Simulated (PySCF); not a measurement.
C4H3Br, SMILES C(#C)/C=C\Br.

Coordinates come from a PBE-D3(BJ)/def2-SVP optimisation.

The numbers are results of PySCF with PBE-D3(BJ)/def2-SVP, not measurements.

Frequencies are harmonic and unscaled.

```json
[
 {"mode": "1", "ν (cm⁻¹)": "102", "IR (km/mol)": "0.3", "moving atoms (share of kinetic energy)": "C 66 %, Br 24 %, H 10 %"},
 {"mode": "2", "ν (cm⁻¹)": "258", "IR (km/mol)": "4.6", "moving atoms (share of kinetic energy)": "C 77 %, H 23 %"},
 {"mode": "3", "ν (cm⁻¹)": "297", "IR (km/mol)": "2.5", "moving atoms (share of kinetic energy)": "C 80 %, Br 11 %, H 9 %"},
 {"mode": "4", "ν (cm⁻¹)": "496", "IR (km/mol)": "12.9", "moving atoms (share of kinetic energy)": "C 73 %, H 26 %"},
 {"mode": "5", "ν (cm⁻¹)": "576", "IR (km/mol)": "15.4", "moving atoms (share of kinetic energy)": "C 79 %, Br 13 %, H 8 %"},
 {"mode": "6", "ν (cm⁻¹)": "622", "IR (km/mol)": "38.5", "moving atoms (share of kinetic energy)": "H 78 %, C 22 %"},
 {"mode": "7", "ν (cm⁻¹)": "651", "IR (km/mol)": "42.5", "moving atoms (share of kinetic energy)": "H 79 %, C 20 %"},
 {"mode": "8", "ν (cm⁻¹)": "697", "IR (km/mol)": "14.6", "moving atoms (share of kinetic energy)": "C 88 %, H 8 %"},
 {"mode": "9", "ν (cm⁻¹)": "701", "IR (km/mol)": "31.2", "moving atoms (share of kinetic energy)": "H 68 %, C 32 %"},
 {"mode": "10", "ν (cm⁻¹)": "883", "IR (km/mol)": "0.1", "moving atoms (share of kinetic energy)": "H 78 %, C 22 %"},
 {"mode": "11", "ν (cm⁻¹)": "966", "IR (km/mol)": "14.7", "moving atoms (share of kinetic energy)": "C 73 %, H 27 %"},
 {"mode": "12", "ν (cm⁻¹)": "1153", "IR (km/mol)": "0.1", "moving atoms (share of kinetic energy)": "H 94 %"},
 {"mode": "13", "ν (cm⁻¹)": "1279", "IR (km/mol)": "30.6", "moving atoms (share of kinetic energy)": "H 68 %, C 32 %"},
 {"mode": "14", "ν (cm⁻¹)": "1599", "IR (km/mol)": "24.5", "moving atoms (share of kinetic energy)": "C 95 %"},
 {"mode": "15", "ν (cm⁻¹)": "2148", "IR (km/mol)": "1.0", "moving atoms (share of kinetic energy)": "C 92 %, H 8 %"},
 {"mode": "16", "ν (cm⁻¹)": "3074", "IR (km/mol)": "4.1", "moving atoms (share of kinetic energy)": "H 92 %"},
 {"mode": "17", "ν (cm⁻¹)": "3155", "IR (km/mol)": "4.6", "moving atoms (share of kinetic energy)": "H 91 %, C 9 %"},
 {"mode": "18", "ν (cm⁻¹)": "3407", "IR (km/mol)": "80.7", "moving atoms (share of kinetic energy)": "H 86 %, C 14 %"}
]
```
